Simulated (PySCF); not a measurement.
PySCF input (TPSSh/def2-TZVPD):

```python
from pyscf import gto, scf, dft

mol = gto.M(
    atom='''
    B     0.09430468   -0.35799188   -1.21042210
    H    -0.60782282    0.07899554   -2.06759902
    H     0.87309333   -1.22082555   -1.47607758
    P    -0.13240901    0.18225991    0.57830281
    H     1.24934115    0.19789069    0.92124490
    ''',
    basis='def2-tzvpd',
    charge=0,
    spin=1,
    verbose=4,
)

mf = dft.UKS(mol, xc='tpssh').density_fit(auxbasis='def2-universal-jkfit')
mf.grids.level = 3
mf.conv_tol = 1e-9
mf.max_cycle = 100
mf.max_memory = 1500
mf.kernel()
if not mf.converged:
    mf = mf.newton()
    mf.kernel(mf.make_rdm1())
for _ in range(2):
    mo, _, stable, _ = mf.stability(return_status=True)
    if stable:
        break
    mf.kernel(mf.make_rdm1(mo, mf.mo_occ))
mf.analyze()
```

Output:

```
PySCF version 2.14.0

[INPUT] verbose = 4
[INPUT] num. atoms = 5
[INPUT] num. electrons = 23
[INPUT] charge = 0
[INPUT] spin (= nelec alpha-beta = 2S) = 1
[INPUT] symmetry False subgroup None
[INPUT] Mole.unit = angstrom
[INPUT] Symbol           X                Y                Z      unit          X                Y                Z       unit  Magmom
[INPUT]  1 B      0.094304680000  -0.357991880000  -1.210422100000 AA    0.178210017465  -0.676506608018  -2.287366264121 Bohr   0.0
[INPUT]  2 H     -0.607822820000   0.078995540000  -2.067599020000 AA   -1.148618662061   0.149279935662  -3.907195883219 Bohr   0.0
[INPUT]  3 H      0.873093330000  -1.220825550000  -1.476077580000 AA    1.649907274885  -2.307025935372  -2.789382364811 Bohr   0.0
[INPUT]  4 P     -0.132409010000   0.182259910000   0.578302810000 AA   -0.250216765325   0.344421313388   1.092833927966 Bohr   0.0
[INPUT]  5 H      1.249341150000   0.197890690000   0.921244900000 AA    2.360912609649   0.373959206701   1.740900554652 Bohr   0.0

nuclear repulsion = 38.6695962790649
number of shells = 43
number of NR pGTOs = 154
number of NR cGTOs = 107
basis = def2-tzvpd
ecp = {}

******** <class 'pyscf.df.df_jk.DFUKS'> ********
method = DFUKS
initial guess = minao
damping factor = 0
level_shift factor = 0
DIIS = <class 'pyscf.scf.diis.CDIIS'>
diis_start_cycle = 1
diis_space = 8
diis_damp = 0
SCF conv_tol = 1e-09
SCF conv_tol_grad = None
SCF max_cycles = 100
direct_scf = False
number electrons alpha = 12  beta = 11
XC library pyscf.dft.libxc version 7.1.2
    S. Lehtola, C. Steigemann, M. J. T. Oliveira, and M. A. L. Marques,  SoftwareX 7, 1–5 (2018)
XC functionals = tpssh
    V. N. Staroverov, G. E. Scuseria, J. Tao, and J. P. Perdew,  J. Chem. Phys. 119, 12129 (2003)
radial grids:
    Treutler-Ahlrichs [JCP 102, 346 (1995); DOI:10.1063/1.469408] (M4) radial grids

becke partition: Becke, JCP 88, 2547 (1988); DOI:10.1063/1.454033
pruning grids: <function nwchem_prune>
grids dens level: 3
symmetrized grids: False
atomic radii adjust function: <function treutler_atomic_radii_adjust>
small_rho_cutoff = 0
Set gradient conv threshold to 3.16228e-05
tot grids = 62656
******** <class 'pyscf.df.df.DF'> ********
auxbasis = def2-universal-jkfit
init E= -367.852090857566
  alpha nocc = 12  HOMO = -0.235117777061479  LUMO = -0.121415662057492
  beta  nocc = 11  HOMO = -0.29631883971151  LUMO = -0.235117777061483

WARN: HOMO -0.235117777061479 >= LUMO -0.235117777061483

[...]
  beta  nocc = 11  HOMO = -0.265850593285416  LUMO = -0.157494161006548
  HOMO = -0.249651175031  LUMO = -0.157494161007  gap/eV = 2.50772
Extra cycle  E= -367.982909990156  delta_E= -4.54e-11  |g|= 4.31e-06  |ddm|= 1.21e-05
converged SCF energy = -367.982909990156  <S^2> = 0.75726752  2S+1 = 2.0072544
uhf_internal: lowest eigs of H = [0.11883759 0.22689352 0.26280871]
<class 'pyscf.df.df_jk.DFUKS'> wavefunction is stable in the internal stability analysis
**** SCF Summaries ****
Total Energy =                        -367.982909990155747
Nuclear Repulsion Energy =              38.669596279064926
One-electron Energy =                 -583.339297215323313
Two-electron Energy =                  176.686790946102661
Two-electron Coulomb Energy =          205.097092042037104
DFT Exchange-Correlation Energy =      -28.410301095934432
HOMO-LUMO gap [eV] =                     2.507720083057859
**** MO energy ****
                             alpha | beta                alpha | beta
MO #1   energy= -76.9349329805707  | -76.931066619653   occ= 1 | 1
MO #2   energy= -6.7140484728888   | -6.71325240047865  occ= 1 | 1
MO #3   energy= -6.49110835188104  | -6.48748016476074  occ= 1 | 1
MO #4   energy= -4.64625168206682  | -4.63616162573726  occ= 1 | 1
MO #5   energy= -4.63830659069497  | -4.63434450633418  occ= 1 | 1
MO #6   energy= -4.63461326337339  | -4.63244554728336  occ= 1 | 1
MO #7   energy= -0.628338079811737 | -0.602124502089953 occ= 1 | 1
MO #8   energy= -0.476089100917408 | -0.467703418543906 occ= 1 | 1
MO #9   energy= -0.373328584779378 | -0.363676059980239 occ= 1 | 1
MO #10  energy= -0.337566510521169 | -0.330583143056543 occ= 1 | 1
MO #11  energy= -0.27614437114941  | -0.265850593285416 occ= 1 | 1
MO #12  energy= -0.249651175030557 | -0.157494161006548 occ= 1 | 0
MO #13  energy= -0.0823253415316714 | -0.0608990899249378 occ= 0 | 0
MO #14  energy= -0.00290794104035008 | 0.00222580747800905 occ= 0 | 0
MO #15  energy= 0.0264776897259162 | 0.0329400323935407 occ= 0 | 0
MO #16  energy= 0.0313094288721317 | 0.0390903718618627 occ= 0 | 0
MO #17  energy= 0.0668334640346983 | 0.0731161945344387 occ= 0 | 0
MO #18  energy= 0.0700601190382104 | 0.0764473048350803 occ= 0 | 0
MO #19  energy= 0.077335346642624  | 0.0896062115263405 occ= 0 | 0
MO #20  energy= 0.0954929973354001 | 0.101326612872595  occ= 0 | 0
MO #21  energy= 0.107717081732262  | 0.114135133541986  occ= 0 | 0
MO #22  energy= 0.108594183087807  | 0.118317122490322  occ= 0 | 0
MO #23  energy= 0.116224709656984  | 0.125668470260734  occ= 0 | 0
MO #24  energy= 0.133926201569032  | 0.141829007843164  occ= 0 | 0
MO #25  energy= 0.141565866864799  | 0.151207377723246  occ= 0 | 0
MO #26  energy= 0.146809354045543  | 0.156520310361794  occ= 0 | 0
MO #27  energy= 0.168810206612988  | 0.173145002746931  occ= 0 | 0
MO #28  energy= 0.173654024330229  | 0.182302310921222  occ= 0 | 0
MO #29  energy= 0.194941492812903  | 0.200678573143476  occ= 0 | 0
MO #30  energy= 0.213580833696309  | 0.22130108582393   occ= 0 | 0
MO #31  energy= 0.241562213609822  | 0.246594006379894  occ= 0 | 0
MO #32  energy= 0.243756370981044  | 0.248671639290426  occ= 0 | 0
MO #33  energy= 0.258153868666682  | 0.263525274530938  occ= 0 | 0
MO #34  energy= 0.273120045490897  | 0.279053896731151  occ= 0 | 0
MO #35  energy= 0.29123415350467   | 0.298721882021722  occ= 0 | 0
MO #36  energy= 0.304102806292811  | 0.311706053481289  occ= 0 | 0
MO #37  energy= 0.315985412684928  | 0.319719015681844  occ= 0 | 0
MO #38  energy= 0.328667190777163  | 0.333817644979966  occ= 0 | 0
MO #39  energy= 0.334641296642901  | 0.339773068473543  occ= 0 | 0
MO #40  energy= 0.338132034589058  | 0.341862286962121  occ= 0 | 0
MO #41  energy= 0.380855548575006  | 0.391901242159379  occ= 0 | 0
MO #42  energy= 0.395256191776627  | 0.406782286840834  occ= 0 | 0
MO #43  energy= 0.402833645600392  | 0.40887117341707   occ= 0 | 0
MO #44  energy= 0.403719198552623  | 0.424570268409661  occ= 0 | 0
MO #45  energy= 0.409489317854635  | 0.427896628454708  occ= 0 | 0
MO #46  energy= 0.427216718403751  | 0.437971236092431  occ= 0 | 0
MO #47  energy= 0.43684994976962   | 0.448914240476367  occ= 0 | 0
MO #48  energy= 0.442817799076488  | 0.464726074675974  occ= 0 | 0
MO #49  energy= 0.505112286438862  | 0.52503338636177   occ= 0 | 0
MO #50  energy= 0.572822800266215  | 0.580537833086016  occ= 0 | 0
MO #51  energy= 0.603462395193564  | 0.609539120726844  occ= 0 | 0
MO #52  energy= 0.608448492005638  | 0.616439658245318  occ= 0 | 0
MO #53  energy= 0.636986000692586  | 0.647683495884804  occ= 0 | 0
MO #54  energy= 0.651460985487699  | 0.663068426739615  occ= 0 | 0
MO #55  energy= 0.691684577132783  | 0.704869695023206  occ= 0 | 0
MO #56  energy= 0.721637270950593  | 0.731224616020587  occ= 0 | 0
MO #57  energy= 0.806376927023017  | 0.819662303462099  occ= 0 | 0
MO #58  energy= 0.857512790142842  | 0.871649618880415  occ= 0 | 0
MO #59  energy= 0.905331479890826  | 0.910539253253379  occ= 0 | 0
MO #60  energy= 0.984942294502842  | 0.996653013437038  occ= 0 | 0
MO #61  energy= 1.0981524273715    | 1.10365355664093   occ= 0 | 0
MO #62  energy= 1.16801598179437   | 1.17431660699655   occ= 0 | 0
MO #63  energy= 1.2184701633824    | 1.23199943086967   occ= 0 | 0
MO #64  energy= 1.26898437702401   | 1.29507295519328   occ= 0 | 0
MO #65  energy= 1.27868447349016   | 1.30659088485955   occ= 0 | 0
MO #66  energy= 1.30062914998469   | 1.32856698182364   occ= 0 | 0
MO #67  energy= 1.31191415108982   | 1.33179779531283   occ= 0 | 0
MO #68  energy= 1.343511745276     | 1.36715071148652   occ= 0 | 0
MO #69  energy= 1.34863682908754   | 1.37209114176258   occ= 0 | 0
MO #70  energy= 1.35388325619352   | 1.38331498820928   occ= 0 | 0
MO #71  energy= 1.45103588813629   | 1.47607242050357   occ= 0 | 0
MO #72  energy= 1.49181661826577   | 1.51641020175935   occ= 0 | 0
MO #73  energy= 1.51504967214481   | 1.53813851610548   occ= 0 | 0
MO #74  energy= 1.53836671441865   | 1.55222217534216   occ= 0 | 0
MO #75  energy= 1.59404324433511   | 1.61080804612235   occ= 0 | 0
MO #76  energy= 1.63236072501085   | 1.64924672994894   occ= 0 | 0
MO #77  energy= 1.65027635479671   | 1.67769194269809   occ= 0 | 0
MO #78  energy= 1.70368702320831   | 1.72105661190387   occ= 0 | 0
MO #79  energy= 1.7532627247217    | 1.76866005440498   occ= 0 | 0
MO #80  energy= 1.83414342469923   | 1.84255326283242   occ= 0 | 0
MO #81  energy= 1.87366334723717   | 1.88565151774242   occ= 0 | 0
MO #82  energy= 1.88499710069576   | 1.8989493980245    occ= 0 | 0
MO #83  energy= 1.9211546799142    | 1.93377470756013   occ= 0 | 0
MO #84  energy= 1.94987898576361   | 1.96157602561854   occ= 0 | 0
MO #85  energy= 1.98567002997479   | 1.99769196124175   occ= 0 | 0
MO #86  energy= 2.00323383707355   | 2.01391626136928   occ= 0 | 0
MO #87  energy= 2.06203093427052   | 2.07867455321807   occ= 0 | 0
MO #88  energy= 2.11528193136636   | 2.12835298029509   occ= 0 | 0
MO #89  energy= 2.24527890210856   | 2.25568179848795   occ= 0 | 0
MO #90  energy= 2.28599110632754   | 2.30265497106024   occ= 0 | 0
MO #91  energy= 2.36357690428371   | 2.37269279934823   occ= 0 | 0
MO #92  energy= 2.42707325650948   | 2.44542580491802   occ= 0 | 0
MO #93  energy= 2.4451943414587    | 2.46129075359333   occ= 0 | 0
MO #94  energy= 2.52248317646478   | 2.53290663180511   occ= 0 | 0
MO #95  energy= 2.55085232553506   | 2.57133412595972   occ= 0 | 0
MO #96  energy= 2.75146541123833   | 2.77791262501      occ= 0 | 0
MO #97  energy= 2.90476921058566   | 2.92186763825449   occ= 0 | 0
MO #98  energy= 2.97066025802651   | 2.99406574671474   occ= 0 | 0
MO #99  energy= 3.01901498480446   | 3.02959282592793   occ= 0 | 0
MO #100 energy= 3.111720483446     | 3.1203934470637    occ= 0 | 0
MO #101 energy= 3.2129520976449    | 3.22461581189653   occ= 0 | 0
MO #102 energy= 3.57187409313847   | 3.58981568700898   occ= 0 | 0
MO #103 energy= 7.3357680821841    | 7.36025890306871   occ= 0 | 0
MO #104 energy= 7.40973758154568   | 7.42232766944557   occ= 0 | 0
[...]
```

It need not be the lowest isomer of its formula.
